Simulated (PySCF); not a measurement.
Vibration and rotation of GaN⁺

r²SCANh constants of GaN⁺, ⁴Σ⁻ (quartet), unpaired electrons σ ↑, π ↑↑ (PySCF, no relativity, basis sets Ga aug-pcseg-1, N aug-pcseg-1; masses 68.9256 and 14.0031 u):

```
ωe              : 132.4 cm⁻¹
ωexe            : 2.1 cm⁻¹
Be              : 0.22922 cm⁻¹
αe              : 0.00596 cm⁻¹
D (centrifugal) : 2.75e-06 cm⁻¹
De to Ga⁺ + N   : 0.206 eV
```

Q: Give the vibrational terms G(v) and spacings up to v = 6.

A: G(v) = ωe(v+½) − ωexe(v+½)².

```tsv
v	G(v) (cm⁻¹)	G(v) − G(v−1)	Bv (cm⁻¹)
0	66		0.2262
1	194	128	0.2203
2	318	124	0.2143
3	438	120	0.2084
4	553	116	0.2024
5	665	111	0.1964
6	772	107	0.1905
```

Q: How well does the Morse estimate ωe²/(4ωexe) reproduce De, and what is D0?

A: It gives 0.259 eV, 126 % of the computed De. D0 = De − G(0) = 0.206 − 0.008 = 0.198 eV.

The bond is weak. Basis-set superposition, not corrected here, can be much of De in a small basis, most of all at correlated wavefunction levels. Spin–orbit coupling is left out. For an ion De counts to the pair picked by the measured ionisation energies or electron affinities, which need not be the lowest pair at this level. The state is the lowest determinant that a PBE0 search found; another state may lie lower at other levels.
